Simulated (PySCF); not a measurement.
C3H10N (SMILES CC[NH2+]C), charge +1, singlet, geometry from GFN2-xTB; DF-R2SCAN/STO-3G (PySCF).

Input for PySCF:
```python
from pyscf import gto, scf, dft

mol = gto.Mole()
mol.atom = '''
    C     1.21296475   -0.43505659    1.05745699
    C     0.49340484    0.73006851    0.40560672
    N    -0.22912828    0.30572748   -0.83364535
    C    -1.42679703   -0.52369353   -0.58580884
    H     1.90138003   -0.91149101    0.36319589
    H     1.79585188   -0.06458150    1.89576360
    H     0.52350240   -1.17871165    1.44533444
    H     1.21504360    1.49985744    0.12601840
    H    -0.23433377    1.16776361    1.09065133
    H     0.42852521   -0.22443572   -1.42056931
    H    -0.51217892    1.14132391   -1.35893829
    H    -2.12795182    0.01940297    0.04481675
    H    -1.91645003   -0.76834228   -1.52611082
    H    -1.14692605   -1.44878838   -0.08817373
'''
mol.basis = 'sto-3g'
mol.charge = 1
mol.verbose = 4
mol.build()

mf = dft.RKS(mol)
mf.xc = 'r2scan'
mf = mf.density_fit(auxbasis='def2-universal-jkfit')
mf.kernel()
```

Output, abridged:

```
PySCF version 2.14.0

[INPUT] verbose = 4
[INPUT] num. atoms = 14
[INPUT] num. electrons = 34
[INPUT] charge = 1
[INPUT] spin (= nelec alpha-beta = 2S) = 0
[INPUT] symmetry False subgroup None
[INPUT] Mole.unit = angstrom
[INPUT] Symbol           X                Y                Z      unit          X                Y                Z       unit  Magmom
[...]
nuclear repulsion = 143.761322036795
number of shells = 22
number of NR pGTOs = 90
number of NR cGTOs = 30
basis = sto-3g
ecp = {}

******** <class 'pyscf.df.df_jk.DFRKS'> ********
method = DFRKS
initial guess = minao
damping factor = 0
level_shift factor = 0
DIIS = <class 'pyscf.scf.diis.CDIIS'>
diis_start_cycle = 1
diis_space = 8
diis_damp = 0
SCF conv_tol = 1e-09
SCF conv_tol_grad = None
SCF max_cycles = 50
direct_scf = False
XC library pyscf.dft.libxc version 7.1.2
    S. Lehtola, C. Steigemann, M. J. T. Oliveira, and M. A. L. Marques,  SoftwareX 7, 1–5 (2018)
XC functionals = r2scan
    J. W. Furness, A. D. Kaplan, J. Ning, J. P. Perdew, and J. Sun,  J. Phys. Chem. Lett. 11, 8208–8215 (2020)
    J. W. Furness, A. D. Kaplan, J. Ning, J. P. Perdew, and J. Sun,  J. Phys. Chem. Lett. 11, 9248–9248 (2020)
    J. W. Furness, A. D. Kaplan, J. Ning, J. P. Perdew, and J. Sun,  J. Phys. Chem. Lett. 11, 8208–8215 (2020)
    J. W. Furness, A. D. Kaplan, J. Ning, J. P. Perdew, and J. Sun,  J. Phys. Chem. Lett. 11, 9248–9248 (2020)
radial grids:
    Treutler-Ahlrichs [JCP 102, 346 (1995); DOI:10.1063/1.469408] (M4) radial grids

becke partition: Becke, JCP 88, 2547 (1988); DOI:10.1063/1.454033
pruning grids: <function nwchem_prune>
grids dens level: 3
symmetrized grids: False
atomic radii adjust function: <function treutler_atomic_radii_adjust>
small_rho_cutoff = 0
Set gradient conv threshold to 3.16228e-05
Initial guess from minao.
tot grids = 154336
init E= -172.977602678936
[...]
cycle= 1 E= -172.656071737156  delta_E= 0.322  |g|= 0.216  |ddm|= 4.17
[...]
cycle= 2 E= -172.658373936751  delta_E= -0.0023  |g|= 0.222  |ddm|= 0.612
[...]
cycle= 3 E= -172.672723065951  delta_E= -0.0143  |g|= 0.0203  |ddm|= 0.296
[...]
cycle= 4 E= -172.672840371206  delta_E= -0.000117  |g|= 0.0066  |ddm|= 0.0327
[...]
cycle= 5 E= -172.672852832884  delta_E= -1.25e-05  |g|= 0.000787  |ddm|= 0.00889
[...]
cycle= 6 E= -172.672853035903  delta_E= -2.03e-07  |g|= 0.00012  |ddm|= 0.00124
[...]
cycle= 7 E= -172.672853040725  delta_E= -4.82e-09  |g|= 3.46e-05  |ddm|= 0.000212
[...]
cycle= 8 E= -172.672853041109  delta_E= -3.85e-10  |g|= 1.61e-06  |ddm|= 4.86e-05
[...]
Extra cycle  E= -172.67285304111  delta_E= -6.82e-13  |g|= 9.57e-07  |ddm|= 4.34e-06
converged SCF energy = -172.67285304111
```
